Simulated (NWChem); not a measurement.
Species: AlH₂Se₂Cl; SMILES [Cl][Al]([SeH])[SeH]

```xyz
6

Al     0.0000     0.0000     0.4060
Cl     0.0000     0.0000     2.5060
Se    -2.0570    -0.0063    -0.6361
H     -1.4514    -0.0046    -1.9787
Se     2.0570     0.0063    -0.6361
H      1.4514     0.0046    -1.9787
```
Atoms are numbered in this order, from 1.

Computed with NWChem. Geometry: optimised at PBE0/def2-SVP. GIAO values for the isolated, static molecule; σ is the absolute isotropic shielding, δ = σ(reference) − σ with the isolated reference molecule computed at the same levels (1H: tetramethylsilane). Spin-orbit effects, on the heavy nuclei and on their neighbours, are missing.

Question: What does the run give for BHandHLYP/pcSseg-1? Quantities: σ Al1 (ppm); σ Cl2 (ppm); σ Se3 (ppm); δ H4 (ppm).

Answer: The σ Al1 (ppm) is 342.0, the σ Cl2 (ppm) is 913.7 and the σ Se3 (ppm) is 2122.1. The δ H4 (ppm) is 0.42.
